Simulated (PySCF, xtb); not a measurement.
## Two structures of H4NSbSi

Structure X: a singlet given by its coordinates. Structure Y: `[NH]1[SiH2][SbH]1`, a singlet. Both are isolated molecules in the gas phase, relaxed with PBE0-D4/def2-SVP.

X (Å):

```xyz
7

N     0.4070    1.1331    0.2273
Sb    2.6113    1.4720   -0.4524
Si    0.4421    1.4443   -1.5914
H     0.0043    1.8398    0.8396
H     0.1703    0.2014    0.5624
H    -0.1868    0.2669   -2.2707
H    -0.4271    2.6317   -1.8708
```

Close contacts (Å): N1–Sb2 2.33, N1–Si3 1.85, Sb2–Si3 2.45, N1–H4 1.02, N1–H5 1.02, Si3–H6 1.50, Si3–H7 1.50.

Y (Å):

```xyz
7

N     0.3009    1.0871    0.3714
Sb    0.1113    3.0161   -0.5589
Si    0.3950    0.6214   -1.2782
H    -0.3380    0.7995    1.1053
H     1.6890    0.0419   -1.7337
H    -0.7618   -0.0480   -1.9469
H     1.7976    3.3457   -0.4138
```

Q: Estimate E(Y) − E(X) at the level CCSD(T)/def2-SVP + ΔMP2/def2-TZVPP.

A: Calculated at CCSD(T)/def2-SVP + ΔMP2/def2-TZVPP: E(Y) − E(X) = +12.0 kJ/mol, so structure X lies lower.

Level by level:

```json
{"level": "PBE0-D4/def2-SVP", "geometry": "PBE0-D4/def2-SVP", "E(Y) − E(X) (kJ/mol)": "+31.8", "departure from the last row (kJ/mol)": "+19.8", "job, with rough time for the two": "optimisation, 2.5 min"}
{"level": "HF/def2-SVP", "geometry": "PBE0-D4/def2-SVP", "E(Y) − E(X) (kJ/mol)": "+53.0", "departure from the last row (kJ/mol)": "+41.0", "job, with rough time for the two": "part of the CCSD(T) run"}
{"level": "MP2/def2-SVP", "geometry": "PBE0-D4/def2-SVP", "E(Y) − E(X) (kJ/mol)": "+29.0", "departure from the last row (kJ/mol)": "+17.0", "job, with rough time for the two": "part of the CCSD(T) run"}
{"level": "CCSD(T)/def2-SVP", "geometry": "PBE0-D4/def2-SVP", "E(Y) − E(X) (kJ/mol)": "+29.8", "departure from the last row (kJ/mol)": "+17.8", "job, with rough time for the two": "single point"}
{"level": "CCSD(T)/def2-SVP + ΔMP2/def2-TZVPP", "geometry": "PBE0-D4/def2-SVP", "E(Y) − E(X) (kJ/mol)": "+12.0", "departure from the last row (kJ/mol)": "", "job, with rough time for the two": "single point, 82 s"}
```

None of the levels shown reverses the order. The largest departure from CCSD(T)/def2-SVP + ΔMP2/def2-TZVPP is that of HF/def2-SVP, 41.0 kJ/mol. No reliable frequencies are at hand for X, so it isn't confirmed as a minimum. Levels run at GFN2-xTB geometries aren't shown. The last row adds to CCSD(T) the change of the MP2 difference between the two basis sets, here −17.8 kJ/mol, a large step that makes the value less sure.

The correlated steps freeze 10 core orbitals; the filled d shell of Sb is correlated, in a basis made for valence electrons. Atoms past krypton carry core potentials in the def2 sets and no spin–orbit term is included. Programs: PySCF 2.14.0, xtb 6.7.1; the last row on 2 threads of Intel(R) Xeon(R) Processor @ 2.50GHz (Skylake/Cascade Lake) on a shared host.
